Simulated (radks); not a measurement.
Problem. Cu+, configuration [Ar] 3d10. Calculated with a radial shooting solver on a logarithmic mesh with Libxc functionals: non-relativistic Kohn-Sham, r2SCAN, spin-polarised, spherical densities, point nucleus; meta-GGA in the generalised Kohn-Sham scheme. Some entries of the table are withheld. Estimate them.

| orbital | occ. | eigenvalue (hartree) | <r> (bohr) | <r^2> (bohr^2) |
|---|---|---|---|---|
| 1s | 2 | (1) | 0.05291 | 0.003753 |
| 2s | 2 | -38.88608 | (2) | 0.06694 |
| 2p | 6 | -34.06141 | (3) | 0.05288 |
| 3s | 2 | -4.52703 | 0.7227 | 0.6039 |
| 3p | 6 | -3.00770 | 0.7556 | 0.6752 |
| 3d | 10 | (4) | (5) | 1.375 |

Solution. 
(1) 1s eigenvalue (hartree): -322.7203
(2) 2s <r> (bohr): 0.2383
(3) 2p <r> (bohr): 0.2077
(4) 3d eigenvalue (hartree): -0.50470
(5) 3d <r> (bohr): 1.001
